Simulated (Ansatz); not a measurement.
Reactions of C₄H₁₀, SMILES `CCCC`.

Calculated with Ansatz (gas phase, PBE0-D4/def2-TZVP geometries, no zero-point term in ΔE). CCSD(T)/CBS adds triple-zeta CCSD(T) − MP2 to the extrapolated MP2 energy (def2 sets, frozen cores). This one scheme is used for every species, atoms too. Functionals use def2-TZVPP. B3LYP here is the variant with VWN-RPA as its local correlation; programs differ in this. Open shells (•) are unrestricted, without spin–orbit coupling. Spin–orbit coupling would lower the free atoms: a little for C, F. def2 core potentials past Kr. For Ga, Hf, Sb outer-core shells are correlated without core-valence functions, so the limit isn't a true one: a few kJ/mol of doubt a bond, and 10 to 20 or more in all where bonds break to atoms. Scalar relativity is left out up to krypton. Each species was taken in one conformer, which may not be the lowest.

```
                                                                reaction  B3LYP-D4 (kcal/mol)  ωB97X-V (kcal/mol)  B2PLYP (kcal/mol)  PBE-D4 (kcal/mol)
`CCCC` + `[OH][Hf]([F])([SH])[Cl]` → `C[S][Hf]([OH])([F])[Cl]` + propane                  4.7                 5.6                5.2                4.5
                                    `CCCC` → propane + `[CH2]` (triplet)                101.9               106.6              101.6              105.2
                  `CCCC` + `[CH3][SbH][OH]` → `CC[O][SbH][CH3]` + ethane                  7.6                 8.7                9.2                8.8
            `CCCC` + `[OH][Ga]([F])[Cl]` → `CC[O][Ga]([F])[Cl]` + ethane                  8.4                 9.6                9.7                9.4
                                                   `CCCC` → 4 C• + 10 H•               1303.4              1302.2             1290.7             1319.0
                                          `CCCC` + F• → `C[CH]CC`• + H–F                -35.0               -32.5              -34.4              -39.8
```

Problem. Give the CCSD(T)/CBS values in the same order. (An estimate is asked.)

Solution. Ansatz gave: 5.4, 104.2, 10.0, 10.9, 1301.4, -35.3 kcal/mol.

Largest T1 diagnostic: 0.015, for `[OH][Hf]([F])([SH])[Cl]`.
